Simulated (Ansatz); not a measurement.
One change: `N[Si]1([AlH2])CO1` becomes `N[Si]1(Cl)CO1`.

Ansatz, PBE0-D4/def2-TZVP geometries, multiplicity 1. Each molecule was computed in one conformer, which needn't be the lowest.

```csv
property,`N[Si]1([AlH2])CO1`
HOMO–LUMO gap (ωB97M-V/def2-TZVPP) / eV,8.43
size of the dipole moment (PBE/def2-TZVPP) / D,2.23
LUMO energy (PBE0/def2-TZVPP) / eV,-2.22
HOMO energy (ωB97M-V/def2-TZVPP) / eV,-9.03
LUMO energy (ωB97M-V/def2-TZVPP) / eV,-0.59
HOMO–LUMO gap (PBE/def2-TZVPP) / eV,2.66
```

Question: Give the same properties after the change, and the shifts. (Best estimate.)

Answer: Computed: 
| property | `N[Si]1(Cl)CO1` | shift |
| --- | --- | --- |
| HOMO–LUMO gap (ωB97M-V/def2-TZVPP) / eV | 11.59 | 3.16 |
| size of the dipole moment (PBE/def2-TZVPP) / D | 2.71 | 0.48 |
| LUMO energy (PBE0/def2-TZVPP) / eV | 0.36 | 2.58 |
| HOMO energy (ωB97M-V/def2-TZVPP) / eV | -9.63 | -0.60 |
| LUMO energy (ωB97M-V/def2-TZVPP) / eV | 1.96 | 2.55 |
| HOMO–LUMO gap (PBE/def2-TZVPP) / eV | 5.41 | 2.75 |

With PBE0 the HOMO falls by 0.52 eV and the LUMO rises by 2.58 eV, so the gap widens by about 3.10 eV. PBE moves the HOMO by -0.40 eV and ωB97M-V by -0.60 eV. Dipoles are sizes alone; their direction can turn.
